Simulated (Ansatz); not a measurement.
```xyz
7

N    -0.269   -1.171    0.197
B     0.143    0.094   -0.144
N    -0.158    1.233   -0.988
C     0.037    2.055    0.113
N     1.083    1.146    0.186
H    -1.032   -1.635   -0.264
H     0.196   -1.721    0.898
```

Total charge 0; spin multiplicity 1.

Q: List the PBE0/def2-TZVPP orbital energies in eV (Ansatz). (Best estimate.)

A: The calculation gave: Occupied: -393.17, -393.17, -392.34, -280.55, -186.31, -30.11, -25.46, -21.05, -17.11, -15.37, -15.03, -13.17, -11.68, -11.34, -9.53, -8.15, -7.50. Lowest empty: -1.66, -0.95, 0.33, 1.24, 1.96, 2.48, 2.68, 3.34.
